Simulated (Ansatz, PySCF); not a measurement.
ClH₃O₃Zr, SMILES [OH][Zr]([OH])([OH])[Cl], multiplicity 1. Atoms are numbered in the order given.

```xyz
8

Zr    -0.2141    -0.0406     0.1496
Cl     1.8171     0.6842    -0.8997
O      0.1754    -0.5770     1.9524
H      0.2972    -0.8614     2.8596
O     -0.9289    -1.5238    -0.8397
H     -1.3419    -2.2656    -1.2845
O     -1.4663     1.4159     0.1509
H     -2.1396     2.0972     0.1860
```

Geometry optimised at B3LYP-D3(BJ)/def2-SVP. The spin state was assumed, not searched. The structure was generated by enumeration; whether it is a known compound was not checked. The def2 effective core potentials stand for the cores of Zr; spin–orbit coupling is left out. Other conformers were not sampled.

Two levels are set side by side: PBE-D3(BJ)/def2-SVP (Ansatz, an electronic-structure program) and B3LYP-D3(BJ)/def2-SVP (Ansatz). Each level has its own optimised geometry; the coordinates shown are those of the second. Frequencies come from the Hessian of PySCF at each geometry. Differences are taken from unrounded values.

```tsv
quantity	B3LYP-D3(BJ)	PBE-D3(BJ)	PBE-D3(BJ) minus B3LYP-D3(BJ)
mean bond length (Å)	1.577	1.580	0.004
bond Zr1–Cl2 (Å)	2.398	2.396	-0.003
bond Zr1–O3 (Å)	1.921	1.923	0.002
bond Zr1–O5 (Å)	1.921	1.923	0.002
bond Zr1–O7 (Å)	1.921	1.923	0.002
bond O3–H4 (Å)	0.958	0.966	0.007
bond O5–H6 (Å)	0.958	0.966	0.007
bond O7–H8 (Å)	0.958	0.966	0.007
highest harmonic wavenumber (cm⁻¹)	3977	3880	-96
mean harmonic wavenumber (cm⁻¹)	942	910	-33
zero-point energy (kcal/mol)	24.25	23.41	-0.84
```
